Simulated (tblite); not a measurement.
C₆H₈F₂O₂.
Atom-mapped SMILES: `[O:1]=[C:2]1[CH2:3][CH2:4][C@@H:5]([O:6][CH:7]([F:8])[F:9])[CH2:10]1` (hydrogens: H11, H12 on C3; H13, H14 on C4; H15 on C5; H16 on C7; H17, H18 on C10)

Structure optimised with GFN2-xTB, isolated species.

Task: What internal coordinates does the optimisation give?

Result: 
```json
{"bond": "O1=C2", "length (pm)": "119.8"}
{"bond": "C2–C3", "length (pm)": "151.2"}
{"bond": "C3–C4", "length (pm)": "152.5"}
{"bond": "C4–C5", "length (pm)": "153.3"}
{"bond": "C5–O6", "length (pm)": "143.3"}
{"bond": "O6–C7", "length (pm)": "134.0"}
{"bond": "C7–F8", "length (pm)": "133.9"}
{"bond": "C7–F9", "length (pm)": "136.5"}
{"bond": "C5–C10", "length (pm)": "153.0"}
{"bond": "C2–C10", "length (pm)": "152.0"}
{"bond": "C3–H11", "length (pm)": "109.2"}
{"bond": "C3–H12", "length (pm)": "108.8"}
{"bond": "C4–H13", "length (pm)": "109.0"}
{"bond": "C4–H14", "length (pm)": "108.7"}
{"bond": "C5–H15", "length (pm)": "109.8"}
{"bond": "C7–H16", "length (pm)": "111.0"}
{"bond": "C10–H17", "length (pm)": "109.0"}
{"bond": "C10–H18", "length (pm)": "109.1"}
```

A selection of angles:
```json
{"angle": "O1–C2–C3", "degrees": "126.3"}
{"angle": "O1–C2–C10", "degrees": "125.5"}
{"angle": "C3–C2–C10", "degrees": "108.2"}
{"angle": "C2–C3–C4", "degrees": "105.5"}
{"angle": "C2–C3–H11", "degrees": "107.1"}
{"angle": "C2–C3–H12", "degrees": "111.4"}
{"angle": "C4–C3–H11", "degrees": "110.7"}
{"angle": "C4–C3–H12", "degrees": "113.9"}
{"angle": "H11–C3–H12", "degrees": "108.0"}
{"angle": "C3–C4–C5", "degrees": "104.4"}
{"angle": "C3–C4–H13", "degrees": "110.8"}
{"angle": "C3–C4–H14", "degrees": "112.8"}
{"angle": "C5–C4–H13", "degrees": "109.1"}
{"angle": "C5–C4–H14", "degrees": "110.5"}
{"angle": "H13–C4–H14", "degrees": "109.1"}
{"angle": "C4–C5–O6", "degrees": "107.3"}
{"angle": "C4–C5–C10", "degrees": "104.6"}
{"angle": "C4–C5–H15", "degrees": "112.3"}
{"angle": "O6–C5–C10", "degrees": "111.9"}
{"angle": "O6–C5–H15", "degrees": "108.2"}
{"angle": "C10–C5–H15", "degrees": "112.4"}
{"angle": "C5–O6–C7", "degrees": "116.5"}
{"angle": "O6–C7–F8", "degrees": "108.7"}
{"angle": "O6–C7–F9", "degrees": "112.4"}
{"angle": "O6–C7–H16", "degrees": "114.5"}
{"angle": "F8–C7–F9", "degrees": "105.7"}
{"angle": "F8–C7–H16", "degrees": "108.7"}
{"angle": "F9–C7–H16", "degrees": "106.4"}
{"angle": "C5–C10–H17", "degrees": "113.1"}
{"angle": "C5–C10–H18", "degrees": "111.0"}
{"angle": "C2–C10–C5", "degrees": "105.8"}
{"angle": "C2–C10–H17", "degrees": "110.4"}
{"angle": "C2–C10–H18", "degrees": "108.7"}
{"angle": "H17–C10–H18", "degrees": "107.8"}
```

Torsions: O1–C2–C3–C4 -166° (antiperiplanar); C2–C3–C4–C5 -30°; C3–C4–C5–O6 -85° (synclinal); C4–C5–O6–C7 -161° (antiperiplanar); C5–O6–C7–F8 161° (antiperiplanar); C4–C5–C10–C2 -25° (synperiplanar); O1–C2–C10–C5 -173° (antiperiplanar).

The 5-membered ring C2–C3–C4–C5–C10 has internal angles of 104.4° to 108.2°; it is puckered, 0.15 Å rms from its mean plane, widest ring torsion 34°. The C–F distances run from 1.339 Å (C7–F8, drawn single) to 1.365 Å (C7–F9, drawn single), a spread of 0.026 Å. The C–C distances run from 1.512 Å (C2–C3, drawn single) to 1.533 Å (C4–C5, drawn single), a spread of 0.021 Å. O6 (ether oxygen) is bent (angle 116.5°). Of the pairs four or more bonds apart, F9···H17 is among the closest relative to their van der Waals radii: 2.45 Å, 92 % of the sum of Bondi's values. The 3 C–O bonds span 1.198 Å (O1=C2, drawn double) to 1.433 Å (C5–O6, drawn single), a spread of 0.235 Å.

Point group: C1 (no symmetry element, even within 0.4 Å). Its GFN2-xTB frequencies are all real (lowest 31 cm⁻¹). The numbers are those of one conformer. 3 starts were optimised and ended at 0.00, 0.00 and 1.29 kcal/mol (GFN2-xTB); the lowest of these is shown.

The numbers are calculated, not measured.
